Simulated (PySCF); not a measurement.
# Shieldings and the share of exact exchange

Molecule: `F[C@H]([SiH2]CC)[SiH3]`, C$_{3}$H$_{11}$FSi$_{2}$.

Molfile (atoms numbered from 1):
```
C3H11FSi2
     RDKit          3D

 17 16  0  0  0  0  0  0  0  0999 V2000
    2.6071   -0.0615   -0.3019 C   0  0  0  0  0  0  0  0  0  0  0  0
    1.1611    0.4199   -0.2420 C   0  0  0  0  0  0  0  0  0  0  0  0
   -0.0746   -0.8478    0.3934 Si  0  0  0  0  0  4  0  0  0  0  0  0
   -1.7681   -0.0114    0.6457 C   0  0  1  0  0  0  0  0  0  0  0  0
   -1.5828    1.0222    1.5782 F   0  0  0  0  0  0  0  0  0  0  0  0
   -2.5864    0.7167   -0.9068 Si  0  0  0  0  0  4  0  0  0  0  0  0
    3.2843    0.7330   -0.6525 H   0  0  0  0  0  0  0  0  0  0  0  0
    2.7240   -0.9162   -0.9873 H   0  0  0  0  0  0  0  0  0  0  0  0
    2.9673   -0.3857    0.6874 H   0  0  0  0  0  0  0  0  0  0  0  0
    0.8234    0.7624   -1.2357 H   0  0  0  0  0  0  0  0  0  0  0  0
    1.0643    1.2955    0.4239 H   0  0  0  0  0  0  0  0  0  0  0  0
   -0.2478   -1.9916   -0.5587 H   0  0  0  0  0  0  0  0  0  0  0  0
    0.3768   -1.3857    1.7147 H   0  0  0  0  0  0  0  0  0  0  0  0
   -2.4696   -0.7474    1.0833 H   0  0  0  0  0  0  0  0  0  0  0  0
   -1.7053    1.7535   -1.5208 H   0  0  0  0  0  0  0  0  0  0  0  0
   -3.8947    1.3413   -0.5508 H   0  0  0  0  0  0  0  0  0  0  0  0
   -2.8085   -0.3882   -1.8897 H   0  0  0  0  0  0  0  0  0  0  0  0
  1  2  1  0
  2  3  1  0
  3  4  1  0
  4  5  1  0
  4  6  1  0
  1  7  1  0
  1  8  1  0
  1  9  1  0
  2 10  1  0
  2 11  1  0
  3 12  1  0
  3 13  1  0
  4 14  1  1
  6 15  1  0
  6 16  1  0
  6 17  1  0
M  END
```

GIAO shieldings (ppm, equivalent atoms averaged) in PySCF 2.14 on the PBE0-D3(BJ)/def2-SVP geometry, basis pcSseg-1, gas phase, non-relativistic:

```tsv
functional	exact exchange (%)	σ(C4)	σ(Si3)	σ(Si6)	σ(F5)
BLYP	0	92.6	359.8	400.4	453.2
BP86	0	98.7	369.8	408.8	455.5
PBE	0	99.1	370.7	410.6	454.0
B3LYP	20	99.9	372.0	410.6	469.5
PBE0	25	107.7	385.3	422.9	473.5
BHandHLYP	50	108.9	390.1	426.6	489.1
HF	100	122.9	422.0	455.5	514.4
```

Question: Fit each shielding as a line in the percentage of exact exchange.

Answer: σ(C4) = 97.0 + 0.26 x (rms 2.7 ppm); σ(Si3) = 366.2 + 0.54 x (rms 4.5 ppm); σ(Si6) = 405.9 + 0.48 x (rms 4.2 ppm); σ(F5) = 455.7 + 0.61 x (rms 2.1 ppm). The functionals also differ in their semilocal parts, which the line can't hold; Hartree–Fock has no correlation at all.

Question: What does the line predict for mPW1PW91 (25 %), and what does the run give?

Answer: σ(C4): 103.5 predicted, 106.8 computed; σ(Si3): 379.7 predicted, 383.8 computed; σ(Si6): 417.9 predicted, 420.5 computed; σ(F5): 470.9 predicted, 473.8 computed ppm.
